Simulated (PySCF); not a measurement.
PbFBr, SMILES [F][Pb][Br] (connectivity only; charge and spin as stated), neutral, multiplicity 1. Heavy atoms are numbered as in [Pb:1]([F:2])[Br:3].

Coordinates come from a PBE0-D3(BJ)/def2-TZVP optimisation. The def2 effective core potentials stand for the cores of Pb; spin–orbit coupling is left out.

The numbers are results of PBE/def2-TZVPD (PySCF), not measurements.

Mulliken values depend strongly on the basis, most of all with diffuse functions as here. ESP charges are fitted to the potential on shells at 1.4 to 2.0 van der Waals radii. Atomic charges (e), one atom of each kind:

```
atom  ESP fit  Mulliken
----  -------  --------
Pb1      0.64      0.88
F2      -0.36     -0.53
Br3     -0.27     -0.36
```
